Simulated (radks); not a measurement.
Trend from K4+ to Kr4+: ionisation energy by Delta-SCF between NIST ground configurations, and size. Calculated with a radial shooting solver on a logarithmic mesh with Libxc functionals: Dirac Kohn-Sham, PBE, spin-unpolarised, spherical densities, finite nucleus; open shells fill j = l - 1/2 first; Fermi nuclear charge, rms radius of each element as measured or else 0.836 A^(1/3) + 0.57 fm.

species      configuration  IE (eV)  NIST (eV)       kind  outermost  <r> outermost (bohr)
K4+           [Ne] 3s2 3p3   80.017       82.7  semi-emp.      3p3/2                  1.24
Ca4+          [Ne] 3s2 3p4   86.495       84.3  semi-emp.      3p3/2                  1.16
Sc4+          [Ne] 3s2 3p5   92.984      91.95  semi-emp.      3p3/2                  1.09
Ti4+                  [Ar]   99.502      99.30       exp.      3p3/2                  1.03
V4+               [Ar] 3d1   65.282     65.282       exp.      3d3/2                  1.08
Cr4+              [Ar] 3d2   68.442      69.46  semi-emp.      3d3/2                  1.02
Mn4+              [Ar] 3d3   71.511       72.4  semi-emp.      3d3/2                 0.967
Fe4+              [Ar] 3d4   74.498       75.0  semi-emp.      3d3/2                 0.920
Co4+              [Ar] 3d5   77.167       79.5  semi-emp.      3d5/2                 0.880
Ni4+              [Ar] 3d6   79.990       76.1  semi-emp.      3d5/2                 0.842
Cu4+              [Ar] 3d7   82.752         80  semi-emp.      3d5/2                 0.807
Zn4+              [Ar] 3d8   85.458         83  semi-emp.      3d5/2                 0.775
Ga4+              [Ar] 3d9   88.113       86.0  semi-emp.      3d5/2                 0.746
Ge4+             [Ar] 3d10   90.719      90.50       exp.      3d5/2                 0.719
As4+         [Ar] 3d10 4s1   63.502       62.8       exp.      4s1/2                  1.68
Se4+         [Ar] 3d10 4s2   68.570       68.3  semi-emp.      4s1/2                  1.59
Br4+     [Ar] 3d10 4s2 4p1   59.294      59.60       exp.      4p1/2                  1.68
Kr4+     [Ar] 3d10 4s2 4p2   63.853       64.7  semi-emp.      4p1/2                  1.58

Reference values: NIST Atomic Spectra Database (exp. = measured, semi-emp. = semi-empirical, theory = theoretical value adopted there). Spin polarisation and multiplet splitting are left out, so open shells lie too high by an amount that depends on their filling.

Beside tabulated values, note that spin-unpolarised runs miss the spin-polarisation part of the exchange energy of open shells.
